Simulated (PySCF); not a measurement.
**MoBr4: what the settings change**

MoBr4: Mo(IV) (d2), charge 0. The structure is a PBE0-D3(BJ)/def2-SVP geometry optimised for multiplicity 3; coordination tetrahedral, point group Td, metal–donor distances 2.37 Å.

The d shell alone is too small an active space for MoBr4 (an active orbital has only 0.63 squared overlap with the free ion's shell): its levels, fitted parameters, g values and moments show what this model gives and aren't sound predictions.

```
5

Mo    0.0000    0.0000    0.0000
Br    1.3704    1.3704    1.3704
Br   -1.3704    1.3704   -1.3704
Br    1.3704   -1.3704   -1.3704
Br   -1.3704   -1.3704    1.3704
```

Method (PySCF 2.14, density fitting): CASSCF(2,5) with orbitals averaged over all microstates of the shell, strongly contracted NEVPT2 on the averaged canonical orbitals; basis x2c-TZVPall on the metal, x2c-SVPall elsewhere; spin-free X2C; gas phase; spin-orbit coupling by state interaction with the mean-field operator over all roots.

Base run: NEVPT2 ground state 3A2, next 1E at 7514, then 3T2 at 11180 cm⁻¹, 10Dq(CASSCF) 9604, B(CASSCF) 514, ζ 398 cm⁻¹, g 1.875 1.875 1.875, μeff(300 K) 2.69 μB.

(1) What happens with the basis x2c-TZVPall on all atoms?

(2) What happens with orbitals averaged over the highest spin alone?

No frequencies were computed for the optimised geometry. Charge-transfer states lie outside this active space and may come lower than some of these levels. NEVPT2 on the d shell alone tends to put d–d bands too high for such charged or covalently bound ions.

Results:

(1) NEVPT2 ground state 3A2, next 1E at 7486, then 3T2 at 11016 cm⁻¹, 10Dq(CASSCF) 9700, B(CASSCF) 513, ζ 403 cm⁻¹, g 1.873 1.873 1.873, μeff(300 K) 2.68 μB. It took 69 s against 45 s on a shared host of the same kind.

(2) NEVPT2 ground state 3A2, next 1E at 7563, then 3T2 at 11187 cm⁻¹, 10Dq(CASSCF) 9640, B(CASSCF) 520, ζ 407 cm⁻¹, g 1.872 1.872 1.872, μeff(300 K) 2.68 μB.
